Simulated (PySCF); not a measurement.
Match the calculated data to a structure.

All candidates are C5H11B.

| technique | computed result |
| --- | --- |
| UV, first state | lowest singlet excitation: 5.13 eV (242 nm, f = 0.000) [TDDFT PBE0/def2-SVPD] |
| Dipole | 0.40 D [PBE0/def2-SVPD] |
| Rotational structure | rotational constants A, B, C: 5.895, 2.145, 1.768 GHz [PBE0-D3(BJ)/def2-SVP] |
| UV, strongest line | among the 6 lowest singlet transitions: S6 at 7.38 eV (168 nm, f = 0.405) [TDDFT PBE0/def2-SVPD] |
| Polarisability | 77.9 au [PBE0/def2-SVPD] |

The electronic properties come from PySCF, for the isolated species, density fitting. Levels stand in brackets. The structure is a single PBE0-D3(BJ)/def2-SVP conformer in the gas phase; no vibrational or solvent corrections.

Question: Which candidate is it?
A. `B/C=C(\C)CC`
B. `BC[C@H](C)C=C`
C. `B[C@H](C)CC=C`

Answer: B. It is `BC[C@H](C)C=C`. Numbering: `[BH2:1][CH2:2][C@H:3]([CH3:4])[CH:5]=[CH2:6]`. S1 is mainly HOMO→LUMO (weight 0.93); the largest Löwdin shares of the orbital it empties are 0.39 on the terminal =CH2 carbon, 0.34 on the alkene CH carbon, 0.05 on the allylic carbon and 0.04 on the sp3 carbon bound to boron, of the orbital it fills 0.55 on the three-coordinate boron, 0.14 on the sp3 carbon bound to boron and 0.10 on each of 2 atoms of one kind (B–H hydrogen). The optimised geometry has point group C1 and is an asymmetric top.

The others, at the same levels:
- `B[C@H](C)CC=C` fails: its computed lowest singlet excitation is 4.97 eV (249 nm, f = 0.006) (against 5.13 eV), strongest line among the 6 lowest singlet transitions is S5 at 7.11 eV (174 nm, f = 0.060) (against S6 at 7.38 eV) and rotational constant A is 7.040 GHz (against 5.895 GHz).
- `B/C=C(\C)CC` fails: its computed strongest line among the 6 lowest singlet transitions is S2 at 5.27 eV (235 nm, f = 0.386) (against S6 at 7.38 eV), static isotropic polarisability is 81.3 au (against 77.9 au) and dipole moment is 2.47 D (against 0.40 D).

Each candidate is one conformer, not necessarily the lowest. Dipoles, sizes and rotational constants follow the conformer. The torsions of the flexible species, by atom-mapped SMILES:
- `[BH2:1][CH2:2][C@H:3]([CH3:4])[CH:5]=[CH2:6]`: B1–C2–C3–C4 -68°, C2–C3–C5–C6 -119°
- `[BH2:1][C@H:2]([CH3:3])[CH2:4][CH:5]=[CH2:6]`: B1–C2–C4–C5 -56°, C2–C4–C5–C6 123°
- `[BH2:1]/[CH:2]=[C:3](\[CH3:4])[CH2:5][CH3:6]`: C2–C3–C5–C6 104°
